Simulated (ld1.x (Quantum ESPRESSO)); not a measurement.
Configuration tests for palladium (Pd) (TM semilocal)

* Element: Pd
* Generator: ld1.x (Quantum ESPRESSO) 7.5
* Type: norm-conserving Troullier–Martins (semilocal form)
* Functional: revPBE
* Relativity: scalar-relativistic
* Frozen core: [Kr]
* Valence charge: 10
* Reference configuration: 4d9.5 5s0 5p0 (charge +0.5)
* Partial waves: 5s (bound, empty): rc 2.70 bohr; 5p (bound, empty): rc 2.50 bohr; 4d (bound): rc 1.45 bohr; 4f channel at 0.45 Ry: rc 2.75 bohr
* Local potential: the f channel
* Core correction: none

Energies are relative to the spin-unpolarised reference configuration 4d9.5 5s0 5p0; without spin polarisation the order of configurations can differ from experiment. The frozen-core shift is the all-electron ΔE with the core orbitals held at their reference shape minus the fully relaxed ΔE.

```tsv
valence configuration	charge	ΔE all-electron (eV)	error AE − PS (meV)	frozen-core shift (meV)
4d10 5s0 5p0	0	-3.187	+1.0	+3.7
4d9 5s0 5p0	+1	5.835	-1.0	+6.4
4d6 5s0 5p0	+4	110.122	-650	+1350
4d9 5s0 5p1	0	2.049	-10	+7.9
4d9 5s1 5p0	0	-1.644	-11	+9.5
4d7 5s0 5p0	+3	60.846	-218	+494
```

Task: What are ΔE and the potential's error for 4d8 5s0 5p0?

Result: ΔE = 26.565 eV all-electron; the error (AE − PS) is -40 meV.
